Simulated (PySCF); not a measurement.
Ionisation energy of Co⁺ by level of theory

Co⁺ [Ar] 3d8 (3F) → Co²⁺ [Ar] 3d7 (4F), as a difference of total energies. All numbers are calculated (PySCF 2.14, the spin-free X2C one-electron Hamiltonian (Gaussian nucleus), in aug-cc-pVDZ-DK (7s6p4d2f, 59 functions)). Correlated levels: valence: [Ar] frozen. The calculations carry no spin-orbit coupling.

```
           method  ionisation energy (eV)  difference from reference (eV)
              UHF                  14.248                          -2.836
             TPSS                  17.291                          +0.207
            M06-L                  17.141                          +0.057
    MP2 (valence)                  16.783                          -0.301
SCS-MP2 (valence)                  16.645                          -0.439
```

Reference: 17.084 eV (measured; NIST Atomic Spectra Database, ionization energies).

The reference lies between the lowest fine-structure levels, while these numbers refer to the centres of the terms.

Errors of the correlated levels include the incompleteness of this basis and the frozen core.
